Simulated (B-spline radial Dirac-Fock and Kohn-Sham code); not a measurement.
## Neutral barium: differential elastic cross section for electrons at 89.8 eV

Method: relativistic (Dirac) partial waves in the static field of the Dirac-Fock atom with Furness-McCarthy exchange, without polarisation or absorption potentials. Computed with a radial B-spline solver. Below a few hundred eV the neglected polarisation potential matters, most of all at small angles.

Input file task.json (cfg lists n, l and occupation; rrms is the nuclear radius in fm):

```json
{"items": [{
  "Z": 56,
  "q": 0,
  "cfg": [[1, 0, 2], [2, 0, 2], [2, 1, 6], [3, 0, 2], [3, 1, 6], [3, 2, 10], [4, 0, 2], [4, 1, 6], [4, 2, 10], [5, 0, 2], [5, 1, 6], [6, 0, 2]],
  "A": 138,
  "rrms": 4.8378,
  "do": "elastic",
  "energies": [[89.8, 0]],
  "theta": [0, 10, 20, 30, 40, 50, 60, 70, 80, 90, 100, 110, 120, 130, 140, 150, 160, 170, 180]
}]}
```

Run with: `python xray2_run.py task.json out`

| θ (°) | dσ/dΩ (a₀²/sr) | Sherman function |
| --- | --- | --- |
| 0 | 341 | 0.000 |
| 10 | 139 | 0.002 |
| 20 | 17.2 | 0.004 |
| 30 | 0.813 | -0.090 |
| 40 | 1.83 | -0.033 |
| 50 | 2.06 | -0.004 |
| 60 | 0.706 | 0.014 |
| 70 | 0.0375 | -0.396 |
| 80 | 0.287 | -0.171 |
| 90 | 0.452 | -0.133 |
| 100 | 0.293 | -0.137 |
| 110 | 0.304 | -0.014 |
| 120 | 0.527 | 0.047 |
| 130 | 0.448 | 0.066 |
| 140 | 0.0605 | 0.139 |
| 150 | 0.281 | -0.083 |
| 160 | 1.82 | -0.023 |
| 170 | 3.96 | -0.008 |
| 180 | 4.98 | 0.000 |

Question: What integrated cross sections go with this distribution?

Answer: The total elastic cross section is 47.4 a₀², the first transport cross section 8.38 a₀² and the second, weighted with (3/2) sin²θ, 8.77 a₀². The mean deflection is ⟨1 − cos θ⟩ = 0.177, and 7.3 % of the collisions scatter beyond 90°.

On this grid of angles the cross section has minima near 30°, 70°, 100°, 140°, from interference among the few low partial waves with large phase shifts.
